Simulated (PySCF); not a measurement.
As4, triplet, at the geometry of the source list (a higher spin typed on purpose: for a closed-shell molecule this is an excited state); PySCF with DF-TPSS/cc-pVDZ.

Here is a job for PySCF.
```python
from pyscf import gto, scf, dft

mol = gto.M(
    atom='''
As   -0.982900    0.090400   -1.077400
As    0.665900    1.290500    0.161300
As    0.991200   -1.021800   -0.329400
As   -0.674200   -0.359100    1.245600
''',
    basis='cc-pvdz',
    charge=0,
    spin=2,
    verbose=4,
)

mf = dft.ROKS(mol)
mf.xc = 'tpss'
mf = mf.density_fit(auxbasis='def2-universal-jkfit')
mf.kernel()
```

It wrote (shortened):

```
PySCF version 2.14.0

[INPUT] verbose = 4
[INPUT] num. atoms = 4
[INPUT] num. electrons = 132
[INPUT] charge = 0
[INPUT] spin (= nelec alpha-beta = 2S) = 2
[INPUT] symmetry False subgroup None
[INPUT] Mole.unit = angstrom
[INPUT] Symbol           X                Y                Z      unit          X                Y                Z       unit  Magmom
[INPUT]  1 As    -0.982900000000   0.090400000000  -1.077400000000 AA   -1.857411807835   0.170831241661  -2.035990926606 Bohr   0.0
[INPUT]  2 As     0.665900000000   1.290500000000   0.161300000000 AA    1.258368626348   2.438691563751   0.304812823892 Bohr   0.0
[INPUT]  3 As     0.991200000000  -1.021800000000  -0.329400000000 AA    1.873096534669  -1.930922154081  -0.622475785432 Bohr   0.0
[INPUT]  4 As    -0.674200000000  -0.359100000000   1.245600000000 AA   -1.274053353182  -0.678600651331   2.353842860758 Bohr   0.0

nuclear repulsion = 1449.09864795541
number of shells = 24
number of NR pGTOs = 308
number of NR cGTOs = 108
basis = cc-pvdz
ecp = {}

******** <class 'pyscf.df.df_jk.DFROKS'> ********
method = DFROKS
initial guess = minao
damping factor = 0
level_shift factor = 0
DIIS = <class 'pyscf.scf.diis.CDIIS'>
diis_start_cycle = 1
diis_space = 8
diis_damp = 0
SCF conv_tol = 1e-09
SCF conv_tol_grad = None
SCF max_cycles = 50
direct_scf = False
num. doubly occ = 65  num. singly occ = 2
XC library pyscf.dft.libxc version 7.1.2
    S. Lehtola, C. Steigemann, M. J. T. Oliveira, and M. A. L. Marques,  SoftwareX 7, 1–5 (2018)
XC functionals = tpss
    J. Tao, J. P. Perdew, V. N. Staroverov, and G. E. Scuseria,  Phys. Rev. Lett. 91, 146401 (2003)
    J. P. Perdew, J. Tao, V. N. Staroverov, and G. E. Scuseria,  J. Chem. Phys. 120, 6898 (2004)
    J. Tao, J. P. Perdew, V. N. Staroverov, and G. E. Scuseria,  Phys. Rev. Lett. 91, 146401 (2003)
    J. P. Perdew, J. Tao, V. N. Staroverov, and G. E. Scuseria,  J. Chem. Phys. 120, 6898 (2004)
radial grids:
    Treutler-Ahlrichs [JCP 102, 346 (1995); DOI:10.1063/1.469408] (M4) radial grids

becke partition: Becke, JCP 88, 2547 (1988); DOI:10.1063/1.454033
pruning grids: <function nwchem_prune>
grids dens level: 3
symmetrized grids: False
atomic radii adjust function: <function treutler_atomic_radii_adjust>
small_rho_cutoff = 0
Set gradient conv threshold to 3.16228e-05
tot grids = 81696
init E= -8941.22535924016

WARN: HOMO -0.102340484670948 >= LUMO -0.102334326866437

cycle= 1 E= -8943.15170507609  delta_E= -1.93  |g|= 0.188  |ddm|= 1.99
  HOMO = -0.0633935812052544  LUMO = -0.0597119356596407  gap/eV = 0.10018
cycle= 2 E= -8943.01111881429  delta_E= 0.141  |g|= 0.549  |ddm|= 2.09

WARN: HOMO -0.050296567839661 >= LUMO -0.0573041928027604

cycle= 3 E= -8943.15705909197  delta_E= -0.146  |g|= 0.144  |ddm|= 1.75
  HOMO = -0.0629337841354634  LUMO = -0.0584406201678107  gap/eV = 0.12227
cycle= 4 E= -8943.14214175505  delta_E= 0.0149  |g|= 0.196  |ddm|= 1.96

WARN: HOMO -0.0586041508138936 >= LUMO -0.0607586958544957

cycle= 5 E= -8943.15126717706  delta_E= -0.00913  |g|= 0.139  |ddm|= 1.73
  HOMO = -0.0609143801739855  LUMO = -0.0596933989859292  gap/eV = 0.03322
cycle= 6 E= -8943.15289605178  delta_E= -0.00163  |g|= 0.122  |ddm|= 2.03

WARN: HOMO -0.058076514329864 >= LUMO -0.059835679053358

cycle= 7 E= -8943.16595980525  delta_E= -0.0131  |g|= 0.0589  |ddm|= 1.85

WARN: HOMO -0.0603075798727071 >= LUMO -0.0597787251496294

cycle= 8 E= -8943.15218528118  delta_E= 0.0138  |g|= 0.149  |ddm|= 1.82

WARN: HOMO -0.0581484040032429 >= LUMO -0.0598792874734134

cycle= 9 E= -8943.16104123316  delta_E= -0.00886  |g|= 0.0942  |ddm|= 1.83

WARN: HOMO -0.0601957131409737 >= LUMO -0.0597710449697036

cycle= 10 E= -8943.15272677144  delta_E= 0.00831  |g|= 0.133  |ddm|= 1.95

WARN: HOMO -0.0579475434783983 >= LUMO -0.0605888126105318

cycle= 11 E= -8943.16133489427  delta_E= -0.00861  |g|= 0.0873  |ddm|= 1.84

WARN: HOMO -0.0597420672582623 >= LUMO -0.0605701199837231

cycle= 12 E= -8943.15615872508  delta_E= 0.00518  |g|= 0.126  |ddm|= 1.87

WARN: HOMO -0.0579902629755562 >= LUMO -0.0614729176922901

cycle= 13 E= -8943.16057516128  delta_E= -0.00442  |g|= 0.0771  |ddm|= 1.84

WARN: HOMO -0.059758477743725 >= LUMO -0.0626114450326836

cycle= 14 E= -8943.15584245866  delta_E= 0.00473  |g|= 0.101  |ddm|= 1.63

WARN: HOMO -0.0609224926941717 >= LUMO -0.0600181775214643

cycle= 15 E= -8943.15208619555  delta_E= 0.00376  |g|= 0.124  |ddm|= 1.19

WARN: HOMO -0.0610527346494856 >= LUMO -0.0603272363685071

cycle= 16 E= -8943.15117156451  delta_E= 0.000915  |g|= 0.15  |ddm|= 1.83

WARN: HOMO -0.0562342352765215 >= LUMO -0.0622389470079014

cycle= 17 E= -8943.16441812022  delta_E= -0.0132  |g|= 0.0618  |ddm|= 1.89

WARN: HOMO -0.0557198892770838 >= LUMO -0.0629317245965904

cycle= 18 E= -8943.16549303416  delta_E= -0.00107  |g|= 0.0567  |ddm|= 0.242

WARN: HOMO -0.0563857842519129 >= LUMO -0.0621747122216809

cycle= 19 E= -8943.16607838292  delta_E= -0.000585  |g|= 0.0477  |ddm|= 0.396
  HOMO = -0.0625660907632308  LUMO = -0.0597768189452603  gap/eV = 0.07590
cycle= 20 E= -8943.14354449847  delta_E= 0.0225  |g|= 0.19  |ddm|= 1.87

WARN: HOMO -0.0559278246914201 >= LUMO -0.0626302597975248

cycle= 21 E= -8943.1680550179  delta_E= -0.0245  |g|= 0.0328  |ddm|=  1.9

WARN: HOMO -0.0558322671791633 >= LUMO -0.0625182253723655

cycle= 22 E= -8943.15186705328  delta_E= 0.0162  |g|= 0.12  |ddm|= 0.811
  HOMO = -0.0625912652360088  LUMO = -0.0588963862677581  gap/eV = 0.10054
cycle= 23 E= -8943.14563727844  delta_E= 0.00623  |g|= 0.164  |ddm|=  1.9

WARN: HOMO -0.0563555801573739 >= LUMO -0.0619450169482294

cycle= 24 E= -8943.15659549881  delta_E= -0.011  |g|= 0.0928  |ddm|=  1.9
  HOMO = -0.0619603686868302  LUMO = -0.0594027857030304  gap/eV = 0.06960
cycle= 25 E= -8943.14655087148  delta_E= 0.01  |g|= 0.16  |ddm|= 1.88

WARN: HOMO -0.0562313531593934 >= LUMO -0.0617430643591863

cycle= 26 E= -8943.15860667508  delta_E= -0.0121  |g|= 0.0851  |ddm|= 1.89
  HOMO = -0.0618597457519576  LUMO = -0.0594480070386876  gap/eV = 0.06563
cycle= 27 E= -8943.14769536974  delta_E= 0.0109  |g|= 0.152  |ddm|=  1.9

WARN: HOMO -0.055930138452388 >= LUMO -0.0620309183839232

cycle= 28 E= -8943.15495631572  delta_E= -0.00726  |g|= 0.101  |ddm|= 1.89
  HOMO = -0.0621813099283839  LUMO = -0.0596166630413111  gap/eV = 0.06979
cycle= 29 E= -8943.14393749563  delta_E= 0.011  |g|= 0.177  |ddm|= 1.91

WARN: HOMO -0.056037715268507 >= LUMO -0.0630578432081594

cycle= 30 E= -8943.16345204623  delta_E= -0.0195  |g|= 0.0844  |ddm|= 1.99

WARN: HOMO -0.0555661304647836 >= LUMO -0.0611441797807399

cycle= 31 E= -8943.16540368144  delta_E= -0.00195  |g|= 0.0544  |ddm|= 0.538

WARN: HOMO -0.0553220715907421 >= LUMO -0.0617657197908742

cycle= 32 E= -8943.16446278238  delta_E= 0.000941  |g|= 0.052  |ddm|= 0.426

WARN: HOMO -0.0610250091286084 >= LUMO -0.0617591183797149

cycle= 33 E= -8943.14481892692  delta_E= 0.0196  |g|= 0.175  |ddm|= 1.89

WARN: HOMO -0.0558001287582193 >= LUMO -0.0619847658337886

cycle= 34 E= -8943.1638836247  delta_E= -0.0191  |g|= 0.0568  |ddm|= 1.88

WARN: HOMO -0.0603890906969764 >= LUMO -0.062062952328199

cycle= 35 E= -8943.14933658663  delta_E= 0.0145  |g|= 0.142  |ddm|= 1.88

WARN: HOMO -0.0559762112407749 >= LUMO -0.0621048301887857

cycle= 36 E= -8943.1618391034  delta_E= -0.0125  |g|= 0.0711  |ddm|= 1.93

WARN: HOMO -0.0603968694540022 >= LUMO -0.0610142023326835

cycle= 37 E= -8943.15249085156  delta_E= 0.00935  |g|= 0.149  |ddm|= 1.87

WARN: HOMO -0.0558843788097629 >= LUMO -0.0622939149096744

cycle= 38 E= -8943.16241505056  delta_E= -0.00992  |g|= 0.0735  |ddm|= 1.77

WARN: HOMO -0.0614372986273787 >= LUMO -0.0622289257323236

cycle= 39 E= -8943.14913247934  delta_E= 0.0133  |g|= 0.159  |ddm|=  1.9

WARN: HOMO -0.0558109259957826 >= LUMO -0.0617484739843586

cycle= 40 E= -8943.16298964014  delta_E= -0.0139  |g|= 0.0771  |ddm|= 1.87

WARN: HOMO -0.0608252958571336 >= LUMO -0.0617496372486236

cycle= 41 E= -8943.15016236252  delta_E= 0.0128  |g|= 0.149  |ddm|= 1.89

WARN: HOMO -0.0553738333416713 >= LUMO -0.0620955217056463

cycle= 42 E= -8943.16370128289  delta_E= -0.0135  |g|= 0.0678  |ddm|= 1.87

WARN: HOMO -0.0598432818856167 >= LUMO -0.0626977331730549

cycle= 43 E= -8943.15139013627  delta_E= 0.0123  |g|= 0.146  |ddm|= 1.88

WARN: HOMO -0.056391440524671 >= LUMO -0.0629835011871185

cycle= 44 E= -8943.16171325314  delta_E= -0.0103  |g|= 0.0822  |ddm|= 1.91
  HOMO = -0.0629588418509561  LUMO = -0.0588153530988775  gap/eV = 0.11275
cycle= 45 E= -8943.14702138229  delta_E= 0.0147  |g|= 0.158  |ddm|= 1.99

WARN: HOMO -0.0562309816465159 >= LUMO -0.0610795266445051

cycle= 46 E= -8943.16111782824  delta_E= -0.0141  |g|= 0.091  |ddm|= 1.89

WARN: HOMO -0.06084331819991 >= LUMO -0.0613987147277474

cycle= 47 E= -8943.15183769208  delta_E= 0.00928  |g|= 0.152  |ddm|= 1.86

WARN: HOMO -0.0568600752872757 >= LUMO -0.0617912252514004

cycle= 48 E= -8943.15981846349  delta_E= -0.00798  |g|= 0.0856  |ddm|= 1.89

WARN: HOMO -0.0600175167289749 >= LUMO -0.0619049085956103

cycle= 49 E= -8943.15386931775  delta_E= 0.00595  |g|= 0.131  |ddm|= 2.01

WARN: HOMO -0.0568017028819128 >= LUMO -0.0618090407490561

cycle= 50 E= -8943.15972438916  delta_E= -0.00586  |g|= 0.0844  |ddm|= 2.02
SCF not converged.
SCF energy = -8943.15972438916
```

The run did not converge; its last values are not results.
